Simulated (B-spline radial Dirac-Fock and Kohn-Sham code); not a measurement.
# Kohn-Sham estimates against Dirac-Fock for the levels of Os⁶¹⁺

System: osmium as Os⁶¹⁺, [Ne] 3s2 3p3.

The density-functional columns are spherical, spin-unpolarised Dirac-Kohn-Sham results without Breit or QED terms: −ε is minus the orbital energy of the initial state and ΔSCF the difference of two total energies. The reference in the last column comes from Dirac-Fock ΔSCF + Breit + QED. All numbers are from a B-spline atomic structure program, in eV; a selection of levels is shown. For the 1s level of heavy atoms much of the gap between ΔSCF and the reference is the Breit and QED part, -380.5 eV here; for other levels the error of the functional can be larger.

```csv
level,LDA −ε,LDA ΔSCF,Dirac-Fock
1s,78627.9,79262.2,78890.5
2s,17569.2,17724.9,17758.9
2p3/2,15524.3,15692.2,15670.2
3s,7040.1,7104.6,7098.4
3p,6587.3,6653.3,6641.0
```

Values without a named source are computed, but for edge energies of neutral atoms, which are taken from tables.
